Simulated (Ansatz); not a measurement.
Two isomers of CH8S2Si2: A = `[SiH3][SiH2]SCS`, B = `CS[SiH2][SiH2]S`.

Gas-phase electronic energies from Ansatz, PBE0-D4/def2-TZVP geometries. CCSD(T)/CBS adds triple-zeta CCSD(T) − MP2 to the extrapolated MP2 energy (def2 sets, frozen cores). DFT in def2-TZVPP. B3LYP here is the variant with VWN-RPA as its local correlation; programs differ in this. One conformer a species, not always the lowest.

Problem. Which is lower in electronic energy at CCSD(T)/CBS, and by how much? (An estimate is asked.)

Solution. Computed: B, by 26.1 kcal/mol.

Problem. Give E(B) − E(A) in kcal/mol with PBE-D4, PBE0-D4, CCSD(T)/def2-TZVPP, MP2/def2-TZVPP, CCSD/def2-TZVPP, r2SCAN-D4, B3LYP. (Estimate.)

Solution. The calculation gave: PBE-D4 -25.8, PBE0-D4 -26.5, CCSD(T)/def2-TZVPP -25.6, MP2/def2-TZVPP -26.4, CCSD/def2-TZVPP -25.7, r2SCAN-D4 -27.0, B3LYP -25.9. None reverses the order clearly.

Largest T1 diagnostic: 0.012.
